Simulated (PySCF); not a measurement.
diphosphane (H4P2), singlet, at a GFN2-xTB geometry. Base run: HF/6-311G** (PySCF).

Input for PySCF:
```python
from pyscf import gto, scf

mol = gto.Mole()
mol.atom = '''
    P    -0.96539623   -0.47513455   -0.03279552
    P     0.96539623    0.47513455    0.03279552
    H    -1.49020664    0.30760915    0.99617880
    H    -1.46238425    0.38946218   -1.00869367
    H     1.46238425   -0.38946218    1.00869367
    H     1.49020664   -0.30760915   -0.99617880
'''
mol.basis = '6-311g**'
mol.verbose = 4
mol.build()

mf = scf.RHF(mol)
mf.kernel()
```

Each row names what was changed in the base input (with any setting that the change needs).

```json
[
 {"change": "base", "ΔE vs base (mEh)": "0.000", "fitting functions": "-"},
 {"change": "auxbasis = even-tempered beta=1.6", "ΔE vs base (mEh)": "0.034", "fitting functions": "724"},
 {"change": "auxbasis = even-tempered beta=3.0", "ΔE vs base (mEh)": "___", "fitting functions": "___"},
 {"change": "auxbasis = def2-svp-ri", "ΔE vs base (mEh)": "___", "fitting functions": "___"},
 {"change": "only_dfj = on; auxbasis = def2-universal-jfit", "ΔE vs base (mEh)": "-0.663", "fitting functions": "146"},
 {"change": "auxbasis = autoaux", "ΔE vs base (mEh)": "___", "fitting functions": "___"},
 {"change": "auxbasis = cc-pvqz-jkfit", "ΔE vs base (mEh)": "0.019", "fitting functions": "500"},
 {"change": "auxbasis = def2-tzvp-ri", "ΔE vs base (mEh)": "-5.258", "fitting functions": "286"},
 {"change": "auxbasis = def2-universal-jkfit", "ΔE vs base (mEh)": "0.039", "fitting functions": "328"},
 {"change": "auxbasis = default (with mf = mf.density_fit())", "ΔE vs base (mEh)": "0.024", "fitting functions": "362"}
]
```

Complete the blanks.


- auxbasis = even-tempered beta=3.0, ΔE vs base (mEh): -0.494
- auxbasis = even-tempered beta=3.0, fitting functions: 316
- auxbasis = def2-svp-ri, ΔE vs base (mEh): 491.7
- auxbasis = def2-svp-ri, fitting functions: 180
- auxbasis = autoaux, ΔE vs base (mEh): 0.125
- auxbasis = autoaux, fitting functions: 506

A fitting set is made for a task (jfit for Coulomb, jkfit for Coulomb and exchange, ri for correlation) and for a family of orbital bases.
